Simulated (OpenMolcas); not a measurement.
Computed levels of 5s2 5p in ions with 49 electrons, in cm-1 above 2P* 1/2.

```json
{
  "Program": "OpenMolcas",
  "Method": "SS-RASPT2, IPEA 0.25 Eh, imaginary shift 0.1 Eh",
  "Basis": "ANO-R2",
  "Scalar Hamiltonian": "X2C, finite nucleus",
  "Spin-orbit coupling": "state interaction with AMFI integrals over the reference wave functions, term energies averaged over their components"
}
```

Active space for each ion: 3 electrons in 9 orbitals (RAS2 5s 5p; RAS3 5d, at most 2 electrons); closed shells correlated by CASPT2: 4d.

```tsv
Level	In	Sb2+	Te3+	I4+	Xe5+
2P* 3/2	2090	5630	7970	10640	13730
```

Estimate 2P* 3/2 for Sn+ from its neighbours In and Sb2+.

2P* 3/2 is fine structure, which grows about as the fourth power of a screened charge, so the fourth roots are averaged: ((2090^0.25 + 5630^0.25) / 2)^4 = 3537. The calculation gives 3740, so the estimate is off by -5.4 %; the measured value is 4251 (NIST Handbook of Basic Atomic Spectroscopic Data).

Active for correlation alone: 5d; no level in the range computed is led by a configuration that fills it, so any true level of that kind is missing. Some high roots are left out of the spin-orbit mixing, which shifts the levels that they would mix with (holds for In). Measured partners are found by configuration, term and J. A level has none where our copy of the source lacks it or the pairing is in doubt (some pairs that miss far off the trend of their configuration count as doubtful), and it then counts in no deviation. Only configurations of the active space appear.

* marks odd parity.
